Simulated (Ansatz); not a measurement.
Start from `N[SiH](F)Br` and change one atom or group to get `CC[SiH](F)Br`.

Ansatz, PBE0-D4/def2-TZVP geometries, multiplicity 1. Each molecule was computed in one conformer, which needn't be the lowest.

Scalar relativity is left out up to krypton.

| property | `N[SiH](F)Br` |
| --- | --- |
| size of the dipole moment (ωB97M-V/def2-TZVPP) / D | 2.53 |
| LUMO energy (ωB97M-V/def2-TZVPP) / eV | 2.06 |
| HOMO energy (PBE/def2-TZVPP) / eV | -6.78 |
| HOMO–LUMO gap (B3LYP/def2-TZVPP) / eV | 8.23 |
| HOMO energy (B3LYP/def2-TZVPP) / eV | -7.96 |
| size of the dipole moment (B3LYP/def2-TZVPP) / D | 2.51 |

Task: What does the change do to each property? (An estimate is asked.)

Result: Computed: 
| property | `CC[SiH](F)Br` | shift |
| --- | --- | --- |
| size of the dipole moment (ωB97M-V/def2-TZVPP) / D | 2.24 | -0.29 |
| LUMO energy (ωB97M-V/def2-TZVPP) / eV | 2.16 | 0.10 |
| HOMO energy (PBE/def2-TZVPP) / eV | -7.08 | -0.30 |
| HOMO–LUMO gap (B3LYP/def2-TZVPP) / eV | 8.30 | 0.07 |
| HOMO energy (B3LYP/def2-TZVPP) / eV | -8.13 | -0.17 |
| size of the dipole moment (B3LYP/def2-TZVPP) / D | 2.24 | -0.27 |

Dipoles are sizes alone; their direction can turn.

B3LYP here is the variant with VWN-RPA as its local correlation; programs differ in this.

Spin–orbit coupling is left out; it splits and shifts lone-pair levels of the heavy atoms by tenths of an eV.
